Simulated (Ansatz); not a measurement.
An input meant for the cluster Au2F2⁺ (charge 1, doublet).

```yaml
crystal:
  periodic: [false, false, false]
  atoms:
    - {symbol: Au, position_ang: [-0.481286, 1.848469, -0.039069]}
    - {symbol: Au, position_ang: [0.156534, -0.601202, 0.012707]}
    - {symbol: F, position_ang: [2.013420, -0.144018, -0.100282]}
    - {symbol: F, position_ang: [-1.688668, -1.103248, 0.126644]}
basis:
  gaussian: {orbitals: def2-SVPD}
total_charge: 1
magnetization: {spin_polarized: true, initial_magnetization: 1}
hamiltonian: {xc: {name: B2PLYP}, dispersion: d2}
scf: {omitted_lower_state_checks: [starts]}
```

```sh
$ ansatz run in.yaml --threads 4 --pin off --events-out ev --progress --plain --max-ram 3916MiB
```

Shortened log:

```
Error: YAML parse error: error: line 12 column 47: hamiltonian.dispersion: `d2` is not `none`, `rvv10`, `d3bj`, `d3bjatm`, `d4` or a map `{method: …, s8: …, a1: …, a2_bohr: …}` (numbers without units, a2 in bohr) or `{method: …, functional: …}`
10 | total_charge: 1
11 | magnetization: {spin_polarized: true, initial_magnetization: 1}
12 | hamiltonian: {xc: {name: B2PLYP}, dispersion: d2}
13 | scf: {omitted_lower_state_checks: [starts]}
```

Question: Something in this input is off. What?

Answer: The program holds no damping parameters for this pairing of functional and dispersion term, so they'd have to be typed. The input was rejected before any iteration.
